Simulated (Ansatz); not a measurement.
Calculated with Ansatz (gas phase, PBE0-D4/def2-TZVP geometries, no zero-point term in ΔE). CCSD(T)/CBS adds triple-zeta CCSD(T) − MP2 to the extrapolated MP2 energy (def2 sets, frozen cores). This one scheme is used for every species. DFT in def2-TZVPP. B3LYP here is the variant with VWN-RPA as its local correlation; programs differ in this. One conformer a species, not always the lowest.

`OC1=C([SiH2]Cl)C1` + `CO[SiH2]N` → `CO[SiH2]N[SiH2]Cl` + `OC1=CC1`  (ligand exchange at the Si–C bond)

**Question.** Is it downhill or uphill in electronic energy at CCSD(T)/CBS, and by how much? (Best estimate.)

**Answer.** Computed: Downhill: ΔE = -35.4 kJ/mol.

**Question.** What do these levels give: PBE-D4, B2PLYP, PBE, r2SCAN, PBE0, B3LYP, CCSD/def2-TZVPP, HF/def2-QZVPP, MP2/def2-QZVPP, SCS-MP2/def2-QZVPP, HF/CBS(def2), MP2/CBS(def2)? (Best estimate.)

**Answer.** The calculation gave: PBE-D4 -27.2, B2PLYP -30.7, PBE -23.4, r2SCAN -29.0, PBE0 -26.9, B3LYP -27.8, CCSD/def2-TZVPP -36.3, HF/def2-QZVPP -36.6, MP2/def2-QZVPP -33.4, SCS-MP2/def2-QZVPP -34.6, HF/CBS(def2) -36.7, MP2/CBS(def2) -33.2 kJ/mol.

Largest T1 diagnostic among the species: 0.012.

From PBE to PBE0 (25 % exact exchange), in def2-TZVPP and without D4, ΔE moves by −3.6 kJ/mol. The D4 term adds −6.0 kJ/mol with B3LYP and −3.5 kJ/mol with PBE0; it sums over pairs of atoms, weighted by their polarisabilities, and B3LYP, whose exchange is more repulsive, gets the larger term.
